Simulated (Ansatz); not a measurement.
A structure relaxed at PBE0-D4/def2-TZVP, charge 0, multiplicity 1:

```tsv
atom	x (Å)	y (Å)	z (Å)
F1	-0.029	-2.014	0.992
C2	-0.135	-0.682	0.827
C3	-1.002	-0.157	-0.334
F4	-1.173	-1.071	-1.303
F5	-2.213	0.319	0.005
C6	0.073	0.881	-0.672
C7	1.048	0.070	0.188
F8	1.841	-0.737	-0.536
F9	1.829	0.767	1.033
H10	-0.427	-0.195	1.763
H11	0.332	0.963	-1.725
H12	-0.145	1.857	-0.239
```

Q: Give its formula and SMILES.

A: C4H3F5, `FC1C(F)(F)CC1(F)F`.

Q: Point group (tolerance 0.08 Å, 0.16 Å for H)?

A: Cs.

Q: Summarise the bond lengths by kind.

A: 5 × C–F 1.344 to 1.347 Å; 4 × C–C 1.532 to 1.541 Å; 3 × C–H 1.088 to 1.094 Å.

Program: Ansatz 0.2.0.
